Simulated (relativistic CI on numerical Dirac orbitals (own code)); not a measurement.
**Spin-allowed bands of a d8 ion in an octahedral site, by hand**

Problem. Take Δ = 7700 cm⁻¹ and B = 630 cm⁻¹ for a d8 ion in an octahedral site. Calculate the three spin-allowed bands.

Working.
1. The terms of highest spin are 3F (energy 0) and 3P (15B = 9450 cm⁻¹). Here the F term splits into A2 at −1.2Δ = -9240, T2 at −0.2Δ = -1540 and T1 at +0.6Δ = 4620 cm⁻¹.
2. The two T1 states mix through the element 0.4Δ: H = [[4620, 3080], [3080, 9450]], with roots ½(H₁₁ + H₂₂) ∓ ½√[(H₂₂ − H₁₁)² + 4H₁₂²] = ½(14070) ∓ ½(7828) = 3121 and 10949 cm⁻¹.
3. The ground term is 3A2 at -9240 cm⁻¹.
4. Bands: 3T2 7700 cm⁻¹ (1299 nm), 3T1(F) 12361 cm⁻¹ (809 nm), 3T1(P) 20189 cm⁻¹ (495 nm).

Check. Exact diagonalisation of the whole d8 shell with these parameters gives 3T2 7700, 3T1 12361, 3T1 20189 cm⁻¹. The match is exact, since without spin-orbit coupling no other term has this spin. The ratio of the second band to the first, 1.605, depends on Δ/B = 12.2 alone, which is how a Tanabe-Sugano diagram is read.
